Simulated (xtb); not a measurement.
A run for xtb: GFN1-xTB on C4H12 (a complex), monomers drawn apart or pushed together.

```
$ xtb mol.xyz --gfn 1 --sp --chrg 0 --uhf 0
16

C      0.01762363     0.15924781     0.17468270
H      0.11246673     0.26709414    -0.90488551
H     -0.89601535    -0.38639794     0.40612942
H      0.87463858    -0.38907786     0.56258783
H     -0.02230556     1.14428219     0.63701222
C      0.42025473    -1.27554167     3.50969565
C      0.48959226     0.24344565     3.64149481
C     -0.88832537     0.89970159     3.63014141
H      1.41505213    -1.72526938     3.51643864
H     -0.14977960    -1.71464410     4.33232464
H     -0.07052305    -1.56511133     2.57763069
H      1.09348455     0.65193068     2.82639023
H      1.01045968     0.50548611     4.56728898
H     -0.81716058     1.98517840     3.72288114
H     -1.41911227     0.67829787     2.70133689
H     -1.50335594     0.53406420     4.45629067
```

Program output:

```
[...]
           -------------------------------------------------
          |                Calculation Setup                |
           -------------------------------------------------



molecular fragmentation (1/2 indicates fragments):
1111122222222222
# atoms in fragment 1/2:     5    11
 fragment masses (1/2) :       16.04       44.10
CMA distance (Bohr)    :   6.471
constraining FC (au)   :  0.0500

           -------------------------------------------------
          |                 G F N 1 - x T B                 |
           -------------------------------------------------

        Reference                      10.1021/acs.jctc.7b00118
      * Hamiltonian:
        H0-scaling (s, p, d)           1.850000    2.250000    2.000000
        zeta-weighting                 0.000000
      * Dispersion:
        s8                             2.400000
        a1                             0.630000
        a2                             5.000000
        s9                             0.000000
      * Repulsion:
        kExp                           1.500000
        rExp                           1.000000
      * Coulomb:
        alpha                          2.000000
        third order                    atomic
        anisotropic                    false
      * Halogen bond correction:
        rad-scale                      1.300000
        damping                        0.440000


          ...................................................
          :                      SETUP                      :
          :.................................................:
          :  # basis functions                  40          :
          :  # atomic orbitals                  40          :
          :  # shells                           32          :
          :  # electrons                        28          :
          :  # halogen bonds                     0          :
          :  max. iterations                   250          :
          :  Hamiltonian                  GFN1-xTB          :
          :  restarted?                      false          :
          :  GBSA solvation                  false          :
          :  PC potential                    false          :
          :  electronic temp.          300.0000000     K    :
          :  accuracy                    1.0000000          :
          :  -> integral cutoff          0.2500000E+02      :
          :  -> integral neglect         0.1000000E-07      :
          :  -> SCF convergence          0.1000000E-05 Eh   :
          :  -> wf. convergence          0.2000000E-04 e    :
          :  Broyden damping             0.4000000          :
          :  net charge                          0          :
          :  unpaired electrons                  0          :
          ...................................................

 iter      E             dE          RMSdq      gap      omega  full diag
   1    -15.1413632 -0.151414E+02  0.726E+00    8.28       0.0  T
   2    -15.1580221 -0.166589E-01  0.442E+00    8.58       1.0  T
   3    -15.1587846 -0.762488E-03  0.503E-01    8.70       1.0  T
   4    -15.1598591 -0.107450E-02  0.393E-02    8.61       1.0  T
   5    -15.1598693 -0.102578E-04  0.130E-02    8.63       1.9  T
   6    -15.1598698 -0.479357E-06  0.444E-03    8.63       5.6  T
   7    -15.1598699 -0.778083E-07  0.159E-04    8.63     156.8  T
   8    -15.1598699 -0.845262E-10  0.335E-05    8.63     745.7  T

   *** convergence criteria satisfied after 8 iterations ***

         #    Occupation            Energy/Eh            Energy/eV
      -------------------------------------------------------------
         1        2.0000           -0.6510532             -17.7161
       ...           ...                  ...                  ...
         8        2.0000           -0.5155582             -14.0291
         9        2.0000           -0.5137095             -13.9787
        10        2.0000           -0.5126090             -13.9488
        11        2.0000           -0.5033012             -13.6955
        12        2.0000           -0.4799703             -13.0607
        13        2.0000           -0.4755317             -12.9399
        14        2.0000           -0.4686242             -12.7519 (HOMO)
        15                         -0.1514213              -4.1204 (LUMO)
        16                         -0.1270180              -3.4563
        17                         -0.1217692              -3.3135
        18                         -0.1048864              -2.8541
        19                         -0.0831675              -2.2631
       ...                                ...                  ...
        40                          0.5466251              14.8744
      -------------------------------------------------------------
                  HL-Gap            0.3172029 Eh            8.6315 eV
             Fermi-level           -0.3100228 Eh           -8.4361 eV

 SCC (total)                   0 d,  0 h,  0 min,  0.012 sec
 SCC setup                      ...        0 min,  0.000 sec (  0.990%)
 Dispersion                     ...        0 min,  0.000 sec (  0.449%)
 classical contributions        ...        0 min,  0.000 sec (  0.253%)
 integral evaluation            ...        0 min,  0.003 sec ( 23.958%)
 iterations                     ...        0 min,  0.003 sec ( 23.231%)
 molecular gradient             ...        0 min,  0.006 sec ( 49.763%)
 printout                       ...        0 min,  0.000 sec (  1.256%)

         :::::::::::::::::::::::::::::::::::::::::::::::::::::
         ::                     SUMMARY                     ::
         :::::::::::::::::::::::::::::::::::::::::::::::::::::
         :: total energy             -14.942302041966 Eh    ::
         :: gradient norm              0.010979979740 Eh/a0 ::
         :: HOMO-LUMO gap              8.631529833130 eV    ::
         ::.................................................::
         :: SCC energy               -15.159869878521 Eh    ::
         :: -> electrostatic           0.000230474246 Eh    ::
         :: repulsion energy           0.222121761522 Eh    ::
         :: dispersion energy         -0.004553924968 Eh    ::
         :: halogen bond corr.         0.000000000000 Eh    ::
         :: add. restraining           0.000000000000 Eh    ::
         :: total charge               0.000000000000 e     ::
         :::::::::::::::::::::::::::::::::::::::::::::::::::::

           -------------------------------------------------
          |                Property Printout                |
           -------------------------------------------------

    * Orbital Energies and Occupations

         #    Occupation            Energy/Eh            Energy/eV
      -------------------------------------------------------------
         1        2.0000           -0.6510532             -17.7161
         2        2.0000           -0.6275539             -17.0766
         3        2.0000           -0.6266411             -17.0518
         4        2.0000           -0.5995929             -16.3158
         5        2.0000           -0.5554817             -15.1154
         6        2.0000           -0.5405571             -14.7093
         7        2.0000           -0.5183575             -14.1052
         8        2.0000           -0.5155582             -14.0291
         9        2.0000           -0.5137095             -13.9787
        10        2.0000           -0.5126090             -13.9488
        11        2.0000           -0.5033012             -13.6955
        12        2.0000           -0.4799703             -13.0607
        13        2.0000           -0.4755317             -12.9399
        14        2.0000           -0.4686242             -12.7519 (HOMO)
        15                         -0.1514213              -4.1204 (LUMO)
        16                         -0.1270180              -3.4563
        17                         -0.1217692              -3.3135
        18                         -0.1048864              -2.8541
        19                         -0.0831675              -2.2631
        20                         -0.0675955              -1.8394
        21                         -0.0646787              -1.7600
        22                         -0.0594989              -1.6190
        23                         -0.0462271              -1.2579
        24                         -0.0340077              -0.9254
        25                         -0.0304027              -0.8273
       ...                                ...                  ...
        40                          0.5466251              14.8744
      -------------------------------------------------------------
                  HL-Gap            0.3172029 Eh            8.6315 eV
             Fermi-level           -0.3100228 Eh           -8.4361 eV

  Mulliken/CM5 charges         n(s)   n(p)   n(d)
     1C    -0.13029 -0.32346   0.990  3.141  0.000
     2H     0.03397  0.08188   0.966  0.000  0.000
     3H     0.03244  0.08069   0.968  0.000  0.000
     4H     0.03332  0.08189   0.967  0.000  0.000
     5H     0.03328  0.08184   0.967  0.000  0.000
     6C    -0.08606 -0.23745   1.007  3.079  0.000
     7C    -0.03305 -0.14796   1.023  3.010  0.000
     8C    -0.08606 -0.23745   1.007  3.079  0.000
     9H     0.02774  0.07869   0.972  0.000  0.000
    10H     0.02655  0.07796   0.973  0.000  0.000
    11H     0.02612  0.07805   0.974  0.000  0.000
    12H     0.02063  0.07541   0.979  0.000  0.000
    13H     0.02102  0.07520   0.979  0.000  0.000
    14H     0.02774  0.07870   0.972  0.000  0.000
    15H     0.02612  0.07806   0.974  0.000  0.000
    16H     0.02654  0.07795   0.973  0.000  0.000

Wiberg/Mayer (AO) data.
largest (>0.10) Wiberg bond orders for each atom

 ---------------------------------------------------------------------------
     #   Z sym  total        # sym  WBO       # sym  WBO       # sym  WBO
 ---------------------------------------------------------------------------
     1   6 C    3.993 --     3 H    0.996     5 H    0.996     4 H    0.996
                             2 H    0.995
     2   1 H    1.001 --     1 C    0.995
     3   1 H    1.004 --     1 C    0.996
     4   1 H    1.004 --     1 C    0.996
     5   1 H    1.003 --     1 C    0.996
     6   6 C    3.997 --     7 C    1.018    10 H    0.987     9 H    0.987
                            11 H    0.986
     7   6 C    3.998 --     8 C    1.018     6 C    1.018    13 H    0.981
                            12 H    0.979
     8   6 C    3.997 --     7 C    1.018    16 H    0.987    14 H    0.987
                            15 H    0.986
     9   1 H    1.005 --     6 C    0.987
    10   1 H    1.005 --     6 C    0.987
    11   1 H    1.007 --     6 C    0.986
    12   1 H    1.010 --     7 C    0.979
    13   1 H    1.007 --     7 C    0.981
    14   1 H    1.005 --     8 C    0.987
    15   1 H    1.007 --     8 C    0.986
    16   1 H    1.005 --     8 C    0.987
 ---------------------------------------------------------------------------

Topologies differ in total number of bonds
Writing topology from bond orders to xtbtopo.mol

 dipole moment from electron density (au)
     X       Y       Z
   0.0068   0.0046  -0.0107  total (Debye):    0.034


           -------------------------------------------------
          | TOTAL ENERGY              -14.942302041966 Eh   |
          | GRADIENT NORM               0.010979979740 Eh/α |
          | HOMO-LUMO GAP               8.631529833130 eV   |
           -------------------------------------------------

------------------------------------------------------------------------
------------------------------------------------------------------------
 total:
 SCF:
Note: The following floating-point exceptions are signalling: IEEE_DENORMAL
normal termination of xtb
```

The run finished.

Cost: around 0.04 core-seconds (rough).
